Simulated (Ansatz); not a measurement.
`OC(O)(F)O[SiH3]` + `O[Si]O[SiH3]` → `[SiH3]O[Si]O[SiH3]` + `OC(O)(O)F`  (ligand exchange at the Si–O bond)

Gas-phase electronic energies from Ansatz, PBE0-D4/def2-TZVP geometries. CCSD(T)/CBS adds triple-zeta CCSD(T) − MP2 to the extrapolated MP2 energy (def2 sets, frozen cores). This one scheme is used for every species. Functionals use def2-TZVPP. One conformer a species, not always the lowest.

| level | ΔE (kJ/mol) |
| --- | --- |
| PBE-D4 | -7.0 |
| ωB97M-V | -5.6 |
| B2PLYP | -9.4 |
| PBE0 | -9.4 |
| CCSD/def2-TZVPP | -9.5 |
| CCSD(T)/def2-TZVPP | -8.6 |
| HF/def2-QZVPP | -16.1 |
| CCSD/CBS(def2) | -9.3 |

Question: What does CCSD(T)/CBS give? (Best estimate.)

Answer: The calculation gave: -8.5 kJ/mol. The listed levels differ from it by 1.5, 2.9, -0.9, -0.9, -1.0, -0.1, -7.6, -0.8 kJ/mol.

Largest T1 diagnostic among the species: 0.014.

In def2-TZVPP, CCSD(T) changes the Hartree–Fock value by +6.4 kJ/mol (the triples alone add +0.9 kJ/mol) and MP2 by +6.8 kJ/mol.
